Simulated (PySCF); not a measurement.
## Trend along the alkali metals: MHg molecules

PBE0 with double-zeta basis sets in PySCF, for the lowest determinant that a PBE0 search found; no spin–orbit coupling. De refers to high-spin ground-configuration atoms. A positive dipole means M(−)Hg(+).

```
 M     basis  state (unpaired electrons)  Re (Å)  ωe (cm⁻¹)  De (eV)  μ (D)
Li  def2-SVP               doublet (σ ↑)   3.176        111     0.10  -0.05
Na  def2-SVP               doublet (σ ↑)   3.578       51.1     0.07  -0.26
 K  def2-SVP               doublet (σ ↑)   4.084       33.1     0.06  -0.34
Rb  def2-SVP               doublet (σ ↑)   4.245       22.5     0.05  -0.27
Cs  def2-SVP               doublet (σ ↑)   4.476       18.2     0.05  -0.26
```

(1) By what factor does the bond length vary along the series?

Down a group the atoms grow and get heavier, so bonds lengthen and wavenumbers fall; this series shows no clear exception.

Weak bonds: CsHg, KHg, LiHg, NaHg, RbHg. Basis-set superposition, not corrected here, can be much of De in a small basis, most of all at correlated wavefunction levels. Functionals without a dispersion term scatter widely for such bonds, and LDA overbinds them. Spin–orbit coupling is left out. States were picked by a PBE0 search and need not be the measured ground states.

## Answers

(1) At PBE0 it runs from 3.176 Å (LiHg) to 4.476 Å (CsHg), a factor of 1.41.
